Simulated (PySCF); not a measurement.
PySCF input file for CH₅GaS₂, SMILES [SH][Ga]([CH3])[SH], HF/pcSseg-1. Coordinates come from a B3LYP-D3(BJ)/def2-SVP optimisation. The structure was generated by enumeration; whether it is a known compound was not checked. One conformer was computed; it need not be the lowest.

```python
import numpy as np
from pyscf import gto, scf, dft
from pyscf.prop.nmr import rhf as nmr

mol = gto.M(
    atom='''
    Ga    0.28624854   -0.07292876   -0.01987425
    C     2.18270018   -0.58195573   -0.14046218
    H     2.27217668   -1.67874792   -0.09561030
    H     2.74302491   -0.15782457    0.70663007
    H     2.62736735   -0.22768443   -1.08148918
    S    -0.83732240   -0.38617200    1.87752004
    H    -2.01484472    0.09314879    1.41594789
    S    -0.76473973    0.81012867   -1.77280320
    H    -1.96463583    0.94032768   -1.16207327
    ''',
    basis='pcSseg-1',
    charge=0,
    spin=0,
    max_memory=1600,
    verbose=3,
)
mf = scf.RHF(mol)
mf.conv_tol = 1e-10
mf.max_cycle = 100
mf.kernel()
n = nmr.NMR(mf)
n.verbose = 2
n.max_cycle_cphf = 60
sigma = n.kernel()
print('atom   isotropic/ppm   span/ppm')
for i, s in enumerate(sigma):
    w = np.linalg.eigvalsh((s + s.T) / 2)
    print(f'{mol.atom_symbol(i):2s}{i + 1:3d} {w.mean():14.3f} {w[2] - w[0]:11.3f}')
```

Program output:

```
converged SCF energy = -2758.89010457459
atom   isotropic/ppm   span/ppm
Ga  1       1362.010     237.810
C   2        197.368      12.137
H   3         31.403      14.018
H   4         31.387      14.170
H   5         31.378      14.513
S   6        709.737     177.902
H   7         31.026      19.183
S   8        706.603     183.176
H   9         30.973      19.256
```

The calculation finished and met its thresholds.
